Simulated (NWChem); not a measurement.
System: C$_{2}$H$_{4}$F$_{2}$OSi; SMILES C=C(F)[Si@@H](O)F

NWChem input:

```
start job
memory heap 200 mb stack 900 mb global 1100 mb
geometry units angstroms noautoz
  C     -1.235949    -1.656889    -0.357722
  C     -0.117814    -1.058365     0.050719
  F      1.009076    -1.802643     0.256770
  Si     0.114327     0.768368     0.401166
  O      1.307776     1.429697    -0.522438
  F     -1.325203     1.422605     0.075401
  H     -1.280449    -2.728219    -0.534212
  H     -2.132278    -1.068102    -0.517289
  H      0.483166     1.057439     1.797648
  H      1.323291     1.201741    -1.462805
end
basis spherical
  * library def2-svp
end
dft
  xc becke88 lyp
  iterations 150
  mulliken
end
task dft energy
```

Output (shortened):

```
             Northwest Computational Chemistry Package (NWChem) 7.3.0
             --------------------------------------------------------

 C1  symmetry detected

                             Geometry "geometry" -> ""
                             -------------------------

 Output coordinates in angstroms (scale by  1.889725989 to convert to a.u.)

  No.       Tag          Charge          X              Y              Z
 ---- ---------------- ---------- -------------- -------------- --------------
    1 C                    6.0000    -1.28954659    -1.62002984    -0.41488377
    2 C                    6.0000    -0.15175424    -1.07013955     0.00740776
    3 F                    9.0000     0.94272744    -1.86063092     0.21602487
    4 Si                  14.0000     0.15039578     0.74290927     0.37512414
    5 O                    8.0000     1.37689194     1.36338050    -0.53341509
    6 F                    9.0000    -1.25908405     1.45693824     0.04357512
    7 H                    1.0000    -1.37541995    -2.68724337    -0.60078156
    8 H                    1.0000    -2.16026202    -0.99451724    -0.57651934
    9 H                    1.0000     0.51902245     1.00558669     1.77686634
   10 H                    1.0000     1.39099752     1.14265063    -1.47552660

 Effective nuclear repulsion energy (a.u.)     305.7888374809

                                 NWChem DFT Module
                                 -----------------

 Summary of "ao basis" -> "ao basis" (spherical)
 ------------------------------------------------------------------------------
       Tag                 Description            Shells   Functions and Types
 ---------------- ------------------------------  ------  ---------------------
 C                          def2-svp                 6       14   3s2p1d
 F                          def2-svp                 6       14   3s2p1d
 Si                         def2-svp                 8       18   4s3p1d
 O                          def2-svp                 6       14   3s2p1d
 H                          def2-svp                 3        5   2s1p

            General Information
            -------------------
          SCF calculation type: DFT
          Wavefunction type:  closed shell.
          No. of atoms     :    10
          No. of electrons :    56
           Alpha electrons :    28
            Beta electrons :    28
          Charge           :     0
          Spin multiplicity:     1
          Use of symmetry is: off; symmetry adaption is: off
          Maximum number of iterations: 150
          AO basis - number of functions:   108
                     number of shells:    50
          Convergence on energy requested:  1.00D-06
          Convergence on density requested:  1.00D-05
          Convergence on gradient requested:  5.00D-04

              XC Information
              --------------
                    Becke 1988 Exchange Functional  1.000
              Lee-Yang-Parr Correlation Functional  1.000

             Grid Information
             ----------------
          Grid used for XC integration:  medium
          Radial quadrature: Mura-Knowles
          Angular quadrature: Lebedev.
          Tag              B.-S. Rad. Rad. Pts. Rad. Cut. Ang. Pts.
          ---              ---------- --------- --------- ---------
          C                   0.70       49          11.0       434
          F                   0.50       49          11.0       434
          Si                  1.10       88          11.0       590
          O                   0.60       49          12.0       434
          H                   0.35       45          12.0       434
          Grid pruning is: on
          Number of quadrature shells:   513
          Spatial weights used:  Erf1

      Superposition of Atomic Density Guess
      -------------------------------------

 Sum of atomic energies:        -639.26145803

      Non-variational initial energy
      ------------------------------

 Total energy =    -641.353548
 1-e energy   =   -1492.996912
 2-e energy   =     545.854527
 HOMO         =      -0.313298
 LUMO         =       0.001125

     ---------------------------------------------
      Total Density - Mulliken Population Analysis
     ---------------------------------------------

    Atom       Charge   Shell Charges
 -----------   ------   -------------------------------------------------------
    1 C    6     6.30   1.99  0.97  0.26  2.04  1.01  0.02
    2 C    6     5.77   1.99  0.95  0.32  1.65  0.79  0.06
    3 F    9     9.40   1.99  1.14  0.78  3.43  2.06  0.00
    4 Si  14    12.69   2.00  1.99  0.88  0.14  5.93  0.90  0.53  0.30
    5 O    8     8.76   1.99  1.10  0.63  3.09  1.94  0.00
    6 F    9     9.57   1.99  1.14  0.78  3.52  2.13  0.00
    7 H    1     0.89   0.66  0.20  0.03
    8 H    1     0.88   0.66  0.20  0.03
    9 H    1     1.11   0.70  0.39  0.01
   10 H    1     0.65   0.52  0.07  0.06

   convergence    iter        energy       DeltaE   RMS-Dens  Diis-err
 ---------------- ----- ----------------- --------- --------- ---------
 d= 0,ls=0.0,diis     1   -642.5258943206 -9.48D+02  2.03D-02  1.21D+00
 d= 0,ls=0.0,diis     2   -642.2282076500  2.98D-01  1.23D-02  4.50D+00
 d= 0,ls=0.0,diis     3   -642.6562706698 -4.28D-01  2.74D-03  6.33D-02
 d= 0,ls=0.0,diis     4   -642.6577236505 -1.45D-03  1.66D-03  4.38D-02
 d= 0,ls=0.0,diis     5   -642.6632219214 -5.50D-03  4.44D-04  4.06D-03
  Resetting Diis
 d= 0,ls=0.0,diis     6   -642.6636483010 -4.26D-04  1.22D-04  3.93D-04
 d= 0,ls=0.0,diis     7   -642.6636851488 -3.68D-05  7.23D-05  1.84D-05
 d= 0,ls=0.0,diis     8   -642.6636797021  5.45D-06  4.63D-05  7.89D-05
 d= 0,ls=0.0,diis     9   -642.6636869289 -7.23D-06  7.50D-06  6.10D-07
 d= 0,ls=0.0,diis    10   -642.6636869945 -6.57D-08  2.15D-06  7.48D-08

         Total DFT energy =     -642.663686994543
      One electron energy =    -1496.711456852340
           Coulomb energy =      611.020131289546
    Exchange-Corr. energy =      -62.761198912667
 Nuclear repulsion energy =      305.788837480917

 Numeric. integr. density =       55.999998119595

                       DFT Final Molecular Orbital Analysis
                       ------------------------------------

 Vector   26  Occ=2.000000D+00  E=-2.899222D-01
              MO Center=  1.1D+00,  1.2D+00, -3.6D-01, r^2= 1.8D+00
   Bfn.  Coefficient  Atom+Function         Bfn.  Coefficient  Atom+Function
  ----- ------------  ---------------      ----- ------------  ---------------
    64      0.400082   5 O  px               65     -0.382381   5 O  py
    67      0.283279   5 O  px               68     -0.280757   5 O  py
    78     -0.177722   6 F  px               66      0.143363   5 O  pz
    33      0.125182   3 F  py               81      0.119673   6 F  px
    79     -0.096293   6 F  py               69      0.094189   5 O  pz

 Vector   27  Occ=2.000000D+00  E=-2.700701D-01
              MO Center=  3.5D-01, -2.4D-01,  1.1D-01, r^2= 3.6D+00
   Bfn.  Coefficient  Atom+Function         Bfn.  Coefficient  Atom+Function
  ----- ------------  ---------------      ----- ------------  ---------------
    17      0.305175   2 C  s                19      0.306127   2 C  py
    33      0.305712   3 F  py               65      0.293898   5 O  py
    36     -0.212113   3 F  py               68      0.203781   5 O  py
    51     -0.185272   4 Si py                3     -0.179986   1 C  s
    99     -0.175216   9 H  s                79     -0.147344   6 F  py

 Vector   28  Occ=2.000000D+00  E=-2.356567D-01
              MO Center= -5.0D-01, -1.4D+00, -1.6D-01, r^2= 2.1D+00
   Bfn.  Coefficient  Atom+Function         Bfn.  Coefficient  Atom+Function
  ----- ------------  ---------------      ----- ------------  ---------------
     6      0.393082   1 C  pz               20      0.334860   2 C  pz
    34      0.303688   3 F  pz                9      0.280783   1 C  pz
    37     -0.226256   3 F  pz               23      0.161930   2 C  pz
     4     -0.114287   1 C  px               18     -0.103066   2 C  px
    32     -0.092275   3 F  px                7     -0.085906   1 C  px

 Vector   29  Occ=0.000000D+00  E=-4.916317D-02
              MO Center= -4.9D-01, -9.1D-01, -1.9D-01, r^2= 3.2D+00
   Bfn.  Coefficient  Atom+Function         Bfn.  Coefficient  Atom+Function
  ----- ------------  ---------------      ----- ------------  ---------------
     9      0.499877   1 C  pz               23     -0.418102   2 C  pz
     6      0.394495   1 C  pz               20     -0.364251   2 C  pz
    63     -0.245320   5 O  s                55     -0.210691   4 Si pz
   105      0.194016  10 H  s                54      0.173951   4 Si py
    34     -0.158800   3 F  pz              100      0.153452   9 H  s

 Vector   30  Occ=0.000000D+00  E= 1.468665D-02
              MO Center=  6.2D-01,  1.7D-01, -2.8D-01, r^2= 4.9D+00
   Bfn.  Coefficient  Atom+Function         Bfn.  Coefficient  Atom+Function
  ----- ------------  ---------------      ----- ------------  ---------------
   105     -0.679313  10 H  s                63      0.636322   5 O  s
    53     -0.573385   4 Si px               90      0.359065   7 H  s
    46     -0.351250   4 Si s               100      0.346842   9 H  s
    22      0.259137   2 C  py                3     -0.226105   1 C  s
    31      0.226158   3 F  s                50     -0.210494   4 Si px

[...]
```

Level: BLYP/def2-SVP. The geometry was optimised at B3LYP/6-31G* (spherical d).
